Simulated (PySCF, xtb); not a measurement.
Si(CF3)(Cl)2(H) (CHCl2F3Si), SMILES FC(F)(F)[SiH](Cl)Cl.

Harmonic wavenumbers (cm⁻¹) from GFN2-xTB in xtb 6.7.1 at its own minimum, in rising order: 21, 87, 114, 140, 234, 250, 376, 463, 464, 508, 579, 601, 652, 671, 1027, 1034, 1128, 2334.

**Question.** What does ωB97X-D3(BJ)/def2-SVP in PySCF give at its own minimum? (An estimate is asked for; the answer gives what the named calculation found.)

**Answer.** 41, 99, 129, 175, 264, 283, 425, 533, 534, 568, 638, 758, 805, 827, 1195, 1209, 1278, 2348. Paired by order, the mean absolute difference is 79 cm⁻¹ and the zero-point energies are 15.3 and 17.3 kcal/mol.
